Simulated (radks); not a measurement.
Xe IV, 51 electrons, occupied as [Kr] 4d10 5s2 5p3.

Method: Dirac Kohn-Sham, revPBE, spin-unpolarised, spherical densities, point nucleus; open shells are shared between the two j in proportion to 2j + 1; computed with a radial shooting solver on a logarithmic mesh with Libxc functionals.

Energy parts (hartree):
total: -7448.09746
kinetic: 7913.50308
electron-nucleus: -18048.47149
Hartree: 2873.26774
exchange-correlation: -186.39679

Orbitals (lengths in bohr, moments of r in powers of bohr; <r^-3> diverges for s and p1/2; r(max) is where P^2 peaks):
orbital  occ.  eigenvalue (hartree)      <r>      <r^4>   r(max)  <r^-3>  small-component weight
1s1/2       2             -1263.547  0.02665  2.434e-06  0.01715       -                3.96e-02
2s1/2       2             -197.6339   0.1142  0.0004110  0.09709       -                8.50e-03
2p1/2       2             -185.7327  0.09621  0.0002618  0.07439       -                8.53e-03
2p3/2       4             -173.8031   0.1020  0.0003164  0.07927    5569                8.08e-03
3s1/2       2             -41.41896   0.3060    0.01747   0.2791       -                2.54e-03
3p1/2       2             -36.47654   0.2961    0.01658   0.2656       -                2.48e-03
3p3/2       4             -34.21013   0.3078    0.01918   0.2764    1082                2.36e-03
3d3/2       4             -25.52396   0.2787    0.01542   0.2242   174.1                2.24e-03
3d5/2       6             -25.04499   0.2824    0.01614   0.2272   160.5                2.20e-03
4s1/2       2              -8.48733   0.7163     0.4924   0.6614       -                7.38e-04
4p1/2       2              -6.73727   0.7452     0.6050   0.6772       -                6.75e-04
4p3/2       4              -6.28516   0.7728     0.6996   0.7013   216.4                6.37e-04
4d3/2       4              -3.45346   0.8663      1.280   0.7431   27.26                4.97e-04
4d5/2       6              -3.38003   0.8768      1.344   0.7514   24.90                4.87e-04
5s1/2       2              -1.84253    1.748      16.98    1.584       -                1.52e-04
5p1/2       1              -1.39813    1.962      27.81    1.754       -                1.21e-04
5p3/2       2              -1.33570    2.031      31.81    1.818   29.93                1.14e-04

The highest occupied level is 5p3/2 at -36.346 eV. Summed over all electrons, <r^2> = 36.36 bohr^2, which gives a Langevin (diamagnetic) susceptibility term of -28.8 x 10^-6 cm^3/mol.
